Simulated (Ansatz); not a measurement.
Reactions of C₃H₉NOSi (`C=C[SiH](N)OC`).

Isolated molecules relaxed with PBE0-D4/def2-TZVP in Ansatz; ΔE leaves out vibrations. CCSD(T)/CBS adds triple-zeta CCSD(T) − MP2 to the extrapolated MP2 energy (def2 sets, frozen cores). This one scheme is used for every species. One conformer a species, not always the lowest.

```json
{"reaction": "`C=C[SiH](N)OC` + `F[Si]1(Cl)CO1` → `C=C[SiH](N)Cl` + `CO[Si]1(F)CO1`", "CCSD/CBS(def2) (kJ/mol)": "-20", "CCSD(T)/CBS(def2) (kJ/mol)": "-18"}
{"reaction": "`C=C[SiH](N)OC` + `BO[SiH](O)F` → `CO[SiH](N)O` + `BO[SiH](F)C=C`", "CCSD/CBS(def2) (kJ/mol)": "0", "CCSD(T)/CBS(def2) (kJ/mol)": "0"}
{"reaction": "`C=C[SiH](N)OC` + silanol → `CO[SiH](N)O[SiH3]` + ethylene", "CCSD/CBS(def2) (kJ/mol)": "-133", "CCSD(T)/CBS(def2) (kJ/mol)": "-129"}
{"reaction": "`C=C[SiH](N)OC` + `CCSC` → `C=CCSCC` + `CO[SiH2]N`", "CCSD/CBS(def2) (kJ/mol)": "32", "CCSD(T)/CBS(def2) (kJ/mol)": "30"}
{"reaction": "`C=C[SiH](N)OC` + `F[Si](F)(F)S` → `C=CS[Si](F)(F)F` + `CO[SiH2]N`", "CCSD/CBS(def2) (kJ/mol)": "53", "CCSD(T)/CBS(def2) (kJ/mol)": "52"}
```

Largest T1 diagnostic: 0.013, for `BO[SiH](F)C=C`.
